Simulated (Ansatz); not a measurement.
Geometry optimisation, RKS revPBE-D4/6-31G* in Ansatz 0.2.0.

input.yaml

```yaml
crystal:
  periodic: [false, false, false]
  atoms:
    - { symbol: O, position_ang: [0.056, 1.3673, -1.0934] }
    - { symbol: C, position_ang: [-0.4996, 0.467, -0.275] }
    - { symbol: Si, position_ang: [0.5408, -0.8251, 0.5015] }
    - { symbol: S, position_ang: [-2.0556, 0.5591, -0.0106] }
    - { symbol: H, position_ang: [-3.27457, 1.16852, -0.22764] }
    - { symbol: H, position_ang: [0.5398, -0.7361, 2.0014] }
    - { symbol: H, position_ang: [2.0278, -0.6794, 0.1205] }
    - { symbol: H, position_ang: [0.202, -2.1878, 0.1202] }
basis:
  gaussian: { orbitals: "6-31G*" }
hamiltonian:
  xc: revpbe
  dispersion: d4
relax:
  f_tol: 0.02
  max_steps: 50
```

Run as:

```bash
$ ansatz run input.yaml --threads 1 --pin off --max-ram 2048MiB --backend cpu --events-out ev --progress --plain --runs-dir out
```

Problem. Where does it end, and by what steps?

Solution. The run converged. The force dipped under the threshold on the way, but the program's further checks kept it going. After 28 steps the energy has fallen by 2.909 eV; O1 moved furthest, 1.00 Å.

| step | energy less start (eV) | largest force component (eV/Å) | accepted |
| --- | --- | --- | --- |
| 0 | 0.0000 | 7.534 | yes |
| 1 | -1.7647 | 4.436 | yes |
| 2 | -2.5700 | 1.760 | yes |
| 3 | -2.7688 | 0.457 | yes |
| 4 | -2.8540 | 0.456 | yes |
| 5 | -2.8676 | 0.122 | yes |
| 6 | -2.8702 | 0.058 | yes |
| 7 | -2.8704 | 0.013 | yes |
| 8 | -2.8705 | 0.029 | yes |
| 9 | -2.8705 | 0.010 | yes |
| 10 | -2.8706 | 0.003 | yes |
| 11 | -2.8707 | 0.018 | yes |
| 12 | -2.8709 | 0.027 | yes |
| 13 | -2.8713 | 0.033 | yes |
| 14 | -2.8720 | 0.040 | yes |
| 15 | -2.8730 | 0.080 | yes |
| 16 | -2.8743 | 0.111 | yes |
| 17 | -2.8758 | 0.127 | yes |
| 18 | -2.8845 | 0.325 | yes |
| 19 | -2.8891 | 0.192 | yes |
| 20 | -2.8938 | 0.335 | yes |
| 21 | -2.8966 | 0.352 | yes |
| 22 | -2.9056 | 0.023 | yes |
| 23 | -2.9060 | 0.081 | yes |
| 24 | -2.9075 | 0.102 | yes |
| 25 | -2.9082 | 0.050 | yes |
| 26 | -2.9086 | 0.036 | yes |
| 27 | -2.9088 | 0.024 | yes |
| 28 | -2.9088 | 0.020 | yes |

```xyz
8
Properties=species:S:1:pos:R:3
O -0.497 0.660 -1.530
C -0.652 0.309 -0.371
Si 0.617 -0.851 0.533
S -2.089 0.835 0.647
H -2.658 1.579 -0.341
H 0.188 -1.112 1.945
H 1.944 -0.161 0.500
H 0.683 -2.125 -0.248
```

Whether the end is a true minimum wasn't checked by a vibrational analysis.

Run time: 56 s on 1 thread of Intel(R) Xeon(R) Platinum 8488C (Sapphire Rapids) (shared host), peak memory 0.16 GiB.
